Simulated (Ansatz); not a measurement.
`BO[SiH2]B` + `N[SiH3]` → `B[SiH2]N[SiH3]` + `BO` at 600 K and 1 bar (ligand exchange at the Si–O bond).

Computed with Ansatz on PBE0-D4/def2-TZVP structures; ΔE is electronic, products minus reactants. CCSD(T)/CBS is the MP2 limit (def2-TZVPP, def2-QZVPP) plus CCSD(T) − MP2 in def2-TZVPP, frozen cores. This one scheme is used for every species. Each species was taken in one conformer, which may not be the lowest.

```
         species  CCSD(T)/CBS energy (Eh)  H − E (kJ/mol)  S (J/(mol·K))
     `BO[SiH2]B`               -417.47687           224.3          423.6
       `N[SiH3]`               -346.80422           170.6          320.8
`B[SiH2]N[SiH3]`               -662.46710           276.0          475.6
            `BO`               -101.80414           119.7          267.1
```

H − E and S are ideal-gas, rigid-rotor, harmonic terms from PBE0-D4/def2-TZVP, for one conformer and one mirror image of each species. 1 Eh = 2625.50 kJ/mol, R = 8.31446 J/(mol·K).

Q: By hand: ΔE, ΔH, ΔS and ΔG.

A: ΔE = (-662.46710) + (-101.80414) − (-417.47687) − (-346.80422) = 0.00985 Eh = 25.9 kJ/mol. Δ(H − E) = 276.0 + 119.7 − 224.3 − 170.6 = 0.8, so ΔH = 26.7 kJ/mol. ΔS = 475.6 + 267.1 − 423.6 − 320.8 = -1.7 J/(mol·K). ΔG = 26.7 − 600 × (-1.7)/1000 = 27.7 kJ/mol.

Q: By hand: the equilibrium constant, and the temperature at which ΔG would vanish if ΔH and ΔS stayed fixed.

A: log₁₀ K = −ΔG/(RT ln 10) = -2.4. ΔH and −TΔS have one sign here, so there is no such temperature. One of them is within its doubt of zero, so this could turn.

The number of gas molecules stays the same, so ΔS is small and ΔH decides. A doubt of 5 kJ/mol in ΔE shifts log₁₀ K by 0.4 here. Other conformers and mirror images would add mixing entropy, several J/(mol·K) or more a flexible species. Modes under 60 cm⁻¹, often nearly free rotors, make the harmonic entropy too high. These are equilibria of isolated gas molecules and say nothing of rates. Largest T1 diagnostic: 0.014 (customary marks: 0.02 for closed shells, 0.045 for open ones).
